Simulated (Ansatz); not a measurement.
`NC([SiH3])S[SiH3]` and `N[SiH2]C(N)[SiH3]` differ in one atom or group.

Ansatz, PBE0-D4/def2-TZVP geometries, multiplicity 1. Each molecule was computed in one conformer, which needn't be the lowest.

| property | `NC([SiH3])S[SiH3]` |
| --- | --- |
| size of the dipole moment (ωB97M-V/def2-TZVPP) / D | 0.73 |
| LUMO energy (B3LYP/def2-TZVPP) / eV | -0.37 |
| size of the dipole moment (B3LYP/def2-TZVPP) / D | 0.77 |
| LUMO energy (PBE0/def2-TZVPP) / eV | -0.17 |
| HOMO–LUMO gap (PBE0/def2-TZVPP) / eV | 6.73 |
| LUMO energy (PBE/def2-TZVPP) / eV | -1.05 |

(1) Give the same properties after the change, and the shifts. (Best estimate.)

## Answers

(1) Ansatz gave: 
```json
{"property": "size of the dipole moment (ωB97M-V/def2-TZVPP) / D", "`N[SiH2]C(N)[SiH3]`": "1.46", "shift": "0.73"}
{"property": "LUMO energy (B3LYP/def2-TZVPP) / eV", "`N[SiH2]C(N)[SiH3]`": "0.07", "shift": "0.44"}
{"property": "size of the dipole moment (B3LYP/def2-TZVPP) / D", "`N[SiH2]C(N)[SiH3]`": "1.46", "shift": "0.69"}
{"property": "LUMO energy (PBE0/def2-TZVPP) / eV", "`N[SiH2]C(N)[SiH3]`": "0.32", "shift": "0.49"}
{"property": "HOMO–LUMO gap (PBE0/def2-TZVPP) / eV", "`N[SiH2]C(N)[SiH3]`": "6.91", "shift": "0.18"}
{"property": "LUMO energy (PBE/def2-TZVPP) / eV", "`N[SiH2]C(N)[SiH3]`": "-0.51", "shift": "0.54"}
```

With PBE0 the HOMO rises by 0.30 eV and the LUMO rises by 0.49 eV, so the gap widens by about 0.19 eV. PBE moves the HOMO by 0.44 eV and ωB97M-V by 0.20 eV. Dipoles are sizes alone; their direction can turn.

B3LYP here is the variant with VWN-RPA as its local correlation; programs differ in this.
